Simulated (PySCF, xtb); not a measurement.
Ga(H)(Me)(OMe) (C2H7GaO), SMILES C[O][GaH][CH3].

xtb with GFN2-xTB at its own geometry gives an orbital gap of 4.47 eV and a dipole moment of 1.16 D.

Geometry optimised at B3LYP-D3(BJ)/def2-SVP. Other conformers were not sampled.

**Question.** What does PySCF with PBE/def2-TZVP give? (An estimate is asked for; the answer gives what the named calculation found.)

**Answer.** gap 4.63 eV (levels -6.17 and -1.54 eV), dipole 0.86 D.
